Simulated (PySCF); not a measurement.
# Highest orbital energy against ionisation energy along the third row

Calculated with PySCF 2.14, no spin-orbit coupling. Each cell gives −ε(HOMO) / ΔSCF in eV; NIST values include spin-orbit coupling, (s) semi-empirical, (t) theoretical.

```csv
species,UHF,LDA,PBE,PBE0,r2SCAN,NIST (lowest levels)
"Al(2+) (dyall-acv3z, spin-free X2C)",28.111 / 28.089,24.584 / 28.870,24.479 / 28.872,25.498 / 28.734,24.671 / 28.430,28.448
"Si(2+) (dyall-acv3z, spin-free X2C)",32.228 / 32.019,28.657 / 33.589,28.530 / 33.447,29.688 / 33.309,28.713 / 32.936,33.493
"P(2+) (dyall-acv3z, spin-free X2C)",29.978 / 29.579,24.802 / 30.196,24.945 / 30.233,26.362 / 30.255,25.400 / 30.362,30.203
"S(2+) (dyall-acv3z, spin-free X2C)",34.723 / 34.151,28.856 / 34.871,28.942 / 34.824,30.571 / 34.866,29.473 / 35.021,34.86 ± 0.04 (s)
"Cl(2+) (dyall-acv3z, spin-free X2C)",39.695 / 38.956,33.033 / 39.662,33.086 / 39.571,34.946 / 39.653,33.756 / 39.831,39.8 ± 0.11 (s)
"Ar(2+) (dyall-acv3z, spin-free X2C)",40.438 / 39.389,34.106 / 40.851,34.152 / 40.715,36.009 / 40.715,34.598 / 40.689,40.735 ± 0.012 (s)
```

**Question.** How far is −ε(HOMO) from ΔSCF on average for each method, and why?

**Answer.** UHF 0.50 eV; LDA -5.67 eV; PBE -5.59 eV; PBE0 -4.08 eV; r2SCAN -5.11 eV. Hartree-Fock orbital energies lack relaxation and so exceed the ΔSCF value; semilocal functionals have convex E(N) from self-interaction, so their HOMO lies far too high; exact exchange moves hybrids part of the way back.
